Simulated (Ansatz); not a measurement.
Ansatz (a first-principles code) input (B3LYP-D3(BJ)/def2-TZVP):

Ansatz 0.2 input:
```yaml
crystal:
  periodic: [false, false, false]
  atoms:
    - {symbol: Si, position_ang: [-1.18640443, -0.20778271, 0.29922108]}
    - {symbol: P, position_ang: [1.10210299, 0.18323999, -0.27539270]}
    - {symbol: H, position_ang: [-1.66743176, 0.52361770, -0.97018141]}
    - {symbol: H, position_ang: [-1.23077553, 1.07940623, 1.14709630]}
    - {symbol: H, position_ang: [1.28795047, -0.97616809, -1.08835501]}
    - {symbol: H, position_ang: [1.68837388, -0.46649774, 0.85323543]}
basis:
  gaussian:
    orbitals: def2-TZVP
hamiltonian:
  xc: b3lyp
  dispersion: d3bj
total_charge: -1
phonons: {temperatures: {t_min: 298.15, t_max: 298.15, t_step: 100}}
```

Output:

```
Functional definition: B3LYP
integrals: 0.03 GiB planned
719 factors; their error is unknown
mean field: 0.26 GiB planned
mean field evaluation 1: about -17232.7061 eV, gradient 1.3e1 eV
mean field evaluation 2: about -17232.8125 eV, gradient 1.2e1 eV
mean field evaluation 4: about -17233.3631 eV, gradient 5.1e-1 eV
mean field evaluation 8: about -17233.3943 eV, gradient 9.0e-2 eV
mean field evaluation 16: about -17233.3943 eV, gradient 4.4e-5 eV
mean field -17233.39433842 eV, -633.3155607225 hartree, gradient 4.4e-5 eV, S^2 0.000000; 0 other end points of the search recorded, 0 dependent functions left out
the calculation of the forces begins
reference -17233.39456944 eV, -633.3155692127 hartree; 17, 17 occupied and 81, 81 virtual orbitals, 719 factors
these checks for a lower state are left out or cut short: stability, starts, cluster_reference, orbital_swaps, neighbouring_geometries, increment
integrals: 0.03 GiB planned
719 factors; their error is unknown
mean field: 0.26 GiB planned
mean field -17233.39431470 eV, -633.3155598511 hartree, gradient 7.9e-7 eV, S^2 0.000000; 0 other end points of the search recorded, 0 dependent functions left out
the calculation of the forces begins
reference -17233.39454572 eV, -633.3155683409 hartree; 17, 17 occupied and 81, 81 virtual orbitals, 719 factors
these checks for a lower state are left out or cut short: stability, starts, cluster_reference, orbital_swaps, neighbouring_geometries, increment
integrals: 0.03 GiB planned
719 factors; their error is unknown
mean field: 0.26 GiB planned
mean field -17233.39426396 eV, -633.3155579864 hartree, gradient 8.8e-7 eV, S^2 0.000000; 0 other end points of the search recorded, 0 dependent functions left out
the calculation of the forces begins
reference -17233.39449500 eV, -633.3155664769 hartree; 17, 17 occupied and 81, 81 virtual orbitals, 719 factors
these checks for a lower state are left out or cut short: stability, starts, cluster_reference, orbital_swaps, neighbouring_geometries, increment
integrals: 0.03 GiB planned
719 factors; their error is unknown
mean field: 0.26 GiB planned
mean field evaluation 32: about -17233.3942 eV, gradient 7.3e-2 eV
mean field -17233.39426370 eV, -633.3155579770 hartree, gradient 1.1e-6 eV, S^2 0.000000; 0 other end points of the search recorded, 0 dependent functions left out
the calculation of the forces begins
reference -17233.39449478 eV, -633.3155664689 hartree; 17, 17 occupied and 81, 81 virtual orbitals, 719 factors
these checks for a lower state are left out or cut short: stability, starts, cluster_reference, orbital_swaps, neighbouring_geometries, increment
integrals: 0.03 GiB planned
719 factors; their error is unknown
mean field: 0.26 GiB planned
mean field -17233.39433730 eV, -633.3155606814 hartree, gradient 9.9e-7 eV, S^2 0.000000; 0 other end points of the search recorded, 0 dependent functions left out
the calculation of the forces begins
reference -17233.39456828 eV, -633.3155691698 hartree; 17, 17 occupied and 81, 81 virtual orbitals, 719 factors
these checks for a lower state are left out or cut short: stability, starts, cluster_reference, orbital_swaps, neighbouring_geometries, increment
integrals: 0.03 GiB planned
719 factors; their error is unknown
mean field: 0.26 GiB planned
mean field -17233.39426395 eV, -633.3155579862 hartree, gradient 9.5e-7 eV, S^2 0.000000; 0 other end points of the search recorded, 0 dependent functions left out
the calculation of the forces begins
reference -17233.39449497 eV, -633.3155664757 hartree; 17, 17 occupied and 81, 81 virtual orbitals, 719 factors
these checks for a lower state are left out or cut short: stability, starts, cluster_reference, orbital_swaps, neighbouring_geometries, increment
integrals: 0.03 GiB planned
719 factors; their error is unknown
mean field: 0.26 GiB planned
mean field -17233.39428289 eV, -633.3155586819 hartree, gradient 2.6e-6 eV, S^2 0.000000; 0 other end points of the search recorded, 0 dependent functions left out
the calculation of the forces begins
reference -17233.39451393 eV, -633.3155671728 hartree; 17, 17 occupied and 81, 81 virtual orbitals, 719 factors
these checks for a lower state are left out or cut short: stability, starts, cluster_reference, orbital_swaps, neighbouring_geometries, increment
integrals: 0.03 GiB planned
719 factors; their error is unknown
mean field: 0.26 GiB planned
mean field -17233.39431957 eV, -633.3155600299 hartree, gradient 9.8e-7 eV, S^2 0.000000; 0 other end points of the search recorded, 0 dependent functions left out
the calculation of the forces begins
reference -17233.39455062 eV, -633.3155685211 hartree; 17, 17 occupied and 81, 81 virtual orbitals, 719 factors
these checks for a lower state are left out or cut short: stability, starts, cluster_reference, orbital_swaps, neighbouring_geometries, increment
integrals: 0.03 GiB planned
719 factors; their error is unknown
mean field: 0.26 GiB planned
mean field evaluation 64: about -17233.3942 eV, gradient 9.3e-2 eV
mean field -17233.39425597 eV, -633.3155576927 hartree, gradient 1.4e-6 eV, S^2 0.000000; 0 other end points of the search recorded, 0 dependent functions left out
the calculation of the forces begins
reference -17233.39448697 eV, -633.3155661819 hartree; 17, 17 occupied and 81, 81 virtual orbitals, 719 factors
these checks for a lower state are left out or cut short: stability, starts, cluster_reference, orbital_swaps, neighbouring_geometries, increment
integrals: 0.03 GiB planned
719 factors; their error is unknown
mean field: 0.26 GiB planned
mean field -17233.39431034 eV, -633.3155596907 hartree, gradient 2.2e-6 eV, S^2 0.000000; 0 other end points of the search recorded, 0 dependent functions left out
the calculation of the forces begins
reference -17233.39454131 eV, -633.3155681787 hartree; 17, 17 occupied and 81, 81 virtual orbitals, 719 factors
these checks for a lower state are left out or cut short: stability, starts, cluster_reference, orbital_swaps, neighbouring_geometries, increment
integrals: 0.03 GiB planned
719 factors; their error is unknown
mean field: 0.26 GiB planned
mean field -17233.39434929 eV, -633.3155611224 hartree, gradient 2.5e-6 eV, S^2 0.000000; 0 other end points of the search recorded, 0 dependent functions left out
the calculation of the forces begins
reference -17233.39458038 eV, -633.3155696147 hartree; 17, 17 occupied and 81, 81 virtual orbitals, 719 factors
these checks for a lower state are left out or cut short: stability, starts, cluster_reference, orbital_swaps, neighbouring_geometries, increment
integrals: 0.03 GiB planned
719 factors; their error is unknown
mean field: 0.26 GiB planned
mean field -17233.39432242 eV, -633.3155601348 hartree, gradient 2.1e-6 eV, S^2 0.000000; 0 other end points of the search recorded, 0 dependent functions left out
the calculation of the forces begins
reference -17233.39455347 eV, -633.3155686256 hartree; 17, 17 occupied and 81, 81 virtual orbitals, 719 factors
these checks for a lower state are left out or cut short: stability, starts, cluster_reference, orbital_swaps, neighbouring_geometries, increment
integrals: 0.03 GiB planned
719 factors; their error is unknown
mean field: 0.26 GiB planned
mean field -17233.39432990 eV, -633.3155604098 hartree, gradient 1.9e-6 eV, S^2 0.000000; 0 other end points of the search recorded, 0 dependent functions left out
the calculation of the forces begins
reference -17233.39456092 eV, -633.3155688993 hartree; 17, 17 occupied and 81, 81 virtual orbitals, 719 factors
these checks for a lower state are left out or cut short: stability, starts, cluster_reference, orbital_swaps, neighbouring_geometries, increment
integrals: 0.03 GiB planned
719 factors; their error is unknown
mean field: 0.26 GiB planned
mean field evaluation 96: about -17233.3943 eV, gradient 6.4e-5 eV
mean field -17233.39431435 eV, -633.3155598382 hartree, gradient 2.0e-6 eV, S^2 0.000000; 0 other end points of the search recorded, 0 dependent functions left out
the calculation of the forces begins
reference -17233.39454536 eV, -633.3155683276 hartree; 17, 17 occupied and 81, 81 virtual orbitals, 719 factors
these checks for a lower state are left out or cut short: stability, starts, cluster_reference, orbital_swaps, neighbouring_geometries, increment
integrals: 0.03 GiB planned
719 factors; their error is unknown
mean field: 0.26 GiB planned
mean field -17233.39430381 eV, -633.3155594507 hartree, gradient 2.2e-6 eV, S^2 0.000000; 0 other end points of the search recorded, 0 dependent functions left out
the calculation of the forces begins
reference -17233.39453486 eV, -633.3155679416 hartree; 17, 17 occupied and 81, 81 virtual orbitals, 719 factors
these checks for a lower state are left out or cut short: stability, starts, cluster_reference, orbital_swaps, neighbouring_geometries, increment
integrals: 0.03 GiB planned
719 factors; their error is unknown
mean field: 0.26 GiB planned
mean field -17233.39435378 eV, -633.3155612872 hartree, gradient 2.1e-6 eV, S^2 0.000000; 0 other end points of the search recorded, 0 dependent functions left out
the calculation of the forces begins
reference -17233.39458481 eV, -633.3155697774 hartree; 17, 17 occupied and 81, 81 virtual orbitals, 719 factors
these checks for a lower state are left out or cut short: stability, starts, cluster_reference, orbital_swaps, neighbouring_geometries, increment
integrals: 0.03 GiB planned
719 factors; their error is unknown
mean field: 0.26 GiB planned
mean field -17233.39431065 eV, -633.3155597021 hartree, gradient 1.6e-6 eV, S^2 0.000000; 0 other end points of the search recorded, 0 dependent functions left out
the calculation of the forces begins
reference -17233.39454168 eV, -633.3155681923 hartree; 17, 17 occupied and 81, 81 virtual orbitals, 719 factors
these checks for a lower state are left out or cut short: stability, starts, cluster_reference, orbital_swaps, neighbouring_geometries, increment
integrals: 0.03 GiB planned
719 factors; their error is unknown
mean field: 0.26 GiB planned
mean field -17233.39429193 eV, -633.3155590142 hartree, gradient 2.2e-6 eV, S^2 0.000000; 0 other end points of the search recorded, 0 dependent functions left out
the calculation of the forces begins
reference -17233.39452295 eV, -633.3155675040 hartree; 17, 17 occupied and 81, 81 virtual orbitals, 719 factors
these checks for a lower state are left out or cut short: stability, starts, cluster_reference, orbital_swaps, neighbouring_geometries, increment
integrals: 0.03 GiB planned
719 factors; their error is unknown
mean field: 0.26 GiB planned
mean field evaluation 128: about -17233.3943 eV, gradient 6.8e-7 eV
mean field -17233.39430382 eV, -633.3155594510 hartree, gradient 6.8e-7 eV, S^2 0.000000; 0 other end points of the search recorded, 0 dependent functions left out
the calculation of the forces begins
reference -17233.39453485 eV, -633.3155679415 hartree; 17, 17 occupied and 81, 81 virtual orbitals, 719 factors
these checks for a lower state are left out or cut short: stability, starts, cluster_reference, orbital_swaps, neighbouring_geometries, increment
integrals: 0.03 GiB planned
719 factors; their error is unknown
mean field: 0.26 GiB planned
mean field -17233.39430342 eV, -633.3155594365 hartree, gradient 2.3e-6 eV, S^2 0.000000; 0 other end points of the search recorded, 0 dependent functions left out
the calculation of the forces begins
reference -17233.39453444 eV, -633.3155679265 hartree; 17, 17 occupied and 81, 81 virtual orbitals, 719 factors
these checks for a lower state are left out or cut short: stability, starts, cluster_reference, orbital_swaps, neighbouring_geometries, increment
integrals: 0.03 GiB planned
719 factors; their error is unknown
mean field: 0.26 GiB planned
mean field -17233.39432451 eV, -633.3155602116 hartree, gradient 2.6e-6 eV, S^2 0.000000; 0 other end points of the search recorded, 0 dependent functions left out
the calculation of the forces begins
reference -17233.39455554 eV, -633.3155687018 hartree; 17, 17 occupied and 81, 81 virtual orbitals, 719 factors
Total energy: -17233.62151656 eV, -633.3239093654 hartree
Atom 0 at    -1.186404    -0.207783     0.299221 Å, force    -0.000011     0.001572    -0.000410 eV/Å
Atom 1 at     1.102103     0.183240    -0.275393 Å, force     0.000387    -0.001541     0.000325 eV/Å
Atom 2 at    -1.667432     0.523618    -0.970181 Å, force     0.000596    -0.000676     0.000975 eV/Å
Atom 3 at    -1.230776     1.079406     1.147096 Å, force     0.000255    -0.001111    -0.000681 eV/Å
Atom 4 at     1.287950    -0.976168    -1.088355 Å, force    -0.000420     0.001123     0.000831 eV/Å
Atom 5 at     1.688374    -0.466498     0.853235 Å, force    -0.000806     0.000632    -0.001039 eV/Å
Dipole moment:     0.491104    -0.032387    -0.092781 e Å
Vibrations: 47.54 344.67 515.22 543.30 766.00 798.30 944.27 1097.90 1890.79 1899.43 2305.02 2308.25 cm⁻¹, zero-point energy 0.834456 eV
```

It need not be the lowest isomer of its formula. Whether it binds its extra electron was not tested at this geometry.
